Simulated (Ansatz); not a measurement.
Results of the Gaussian-basis code of Ansatz.

C₂H₈SiSn, SMILES `C[SiH]1[CH2][SnH2]1` at its PBE0-D4/def2-TZVP geometry, where that method's forces vanish. Charge 0, multiplicity 1. Sn: def2 effective core potential.

```tsv
atom	x (Å)	y (Å)	z (Å)
C1	1.9718	0.1605	0.4342
Si2	0.1546	0.5617	0.5456
C3	-0.8731	0.5489	-0.9990
Sn4	-1.5956	-1.1664	0.2529
H5	2.3730	-0.1115	1.4122
H6	2.1390	-0.6728	-0.2508
H7	2.5240	1.0282	0.0617
H8	-0.1478	1.6498	1.5111
H9	-0.3941	0.2421	-1.9265
H10	-1.5889	1.3516	-1.1565
H11	-1.3377	-2.6302	-0.5748
H12	-3.2253	-0.9619	0.6899
```

(1) For each bond, give half the difference of the two atoms' forces along it (eV/Å; positive pushes the atoms apart) under PBE-D4, r2SCAN-D4, B3LYP-D4, ωB97M-V in def2-TZVPP. (An estimate is asked.)

Answers

(1) The calculation gave: 
```csv
bond,length (Å),PBE-D4,r2SCAN-D4,B3LYP-D4,ωB97M-V
C1–Si2,1.864,-0.03,0.01,0.08,0.07
C1–H5,1.092,0.10,-0.02,-0.05,-0.05
C1–H6,1.092,0.11,-0.01,-0.04,-0.04
C1–H7,1.094,0.11,0.00,-0.04,-0.05
Si2–C3,1.855,0.08,0.02,0.10,-0.03
Si2–Sn4,2.477,0.10,0.06,0.19,0.00
Si2–H8,1.486,0.05,-0.02,-0.15,-0.14
C3–Sn4,2.243,0.18,0.14,0.29,-0.04
C3–H9,1.088,0.08,-0.03,-0.10,-0.03
C3–H10,1.087,0.07,-0.03,-0.10,-0.04
Sn4–H11,1.701,0.07,-0.02,-0.02,-0.06
Sn4–H12,1.700,0.06,-0.02,-0.02,-0.06
```

B3LYP here is the variant with VWN-RPA as its local correlation; programs differ in this.
